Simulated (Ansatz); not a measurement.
A structure relaxed at PBE-D4/def2-TZVP in Ansatz, charge 0, singlet:

```tsv
atom	x (Å)	y (Å)	z (Å)
Y1	-0.110	0.057	-0.097
F2	-0.630	1.179	1.484
F3	-0.725	-1.853	-0.178
F4	1.464	0.617	-1.210
```

(1) Give its formula and point group.

(2) Summarise the bond lengths by kind (pairs closer than 1.2 times the sum of covalent radii, bridged metal pairs left out).

## Answers

(1) the cluster YF3. Point group C3v (tolerance 0.1 Å).

(2) 3 × F–Y 2.01 Å. The metal has 3 neighbours: F 2.01 Å, F 2.01 Å, F 2.01 Å.

In the def2 sets Y takes a core potential; there is no spin–orbit coupling. The structure comes from a short search, and lower isomers may exist.
